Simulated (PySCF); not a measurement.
Mercury: highly charged ions in a basis for the neutral atom

Hg⁷⁺ [Xe] 4f14 5d5, Hg⁸⁺ [Xe] 4f14 5d4. Calculation: PySCF 2.14, in def2-SVP with the def2 core potential (60 electrons) (6s3p2d1f, 32 functions); scalar relativity through the core potential. No spin-orbit coupling, so a gap to NIST mixes the basis error with missing relativistic terms.

Changed run: basis of the neutral atom used for a highly charged ion. This setting is unsound on purpose.

| species | method | sound run (hartree) | changed run (hartree) | converged |
| --- | --- | --- | --- | --- |
| Hg⁷⁺ | UHF | not run | -139.88548 | yes |
| Hg⁷⁺ | MN15 | not run | -140.15840 | yes |
| Hg⁷⁺ | PBE0 | not run | -140.43661 | yes |
| Hg⁸⁺ | UHF | not run | -135.52859 | yes |
| Hg⁸⁺ | MN15 | not run | -135.81185 | yes |
| Hg⁸⁺ | PBE0 | not run | -136.05431 | yes |

Ionisation energy of Hg⁷⁺:

| method | changed run (eV) | NIST (eV) |
| --- | --- | --- |
| UHF | 118.56 | 113.9 ± 2.1 |
| MN15 | 118.28 | 113.9 ± 2.1 |
| PBE0 | 119.25 | 113.9 ± 2.1 |

The contracted functions were made for the neutral atom and can be too rigid for a highly charged ion.
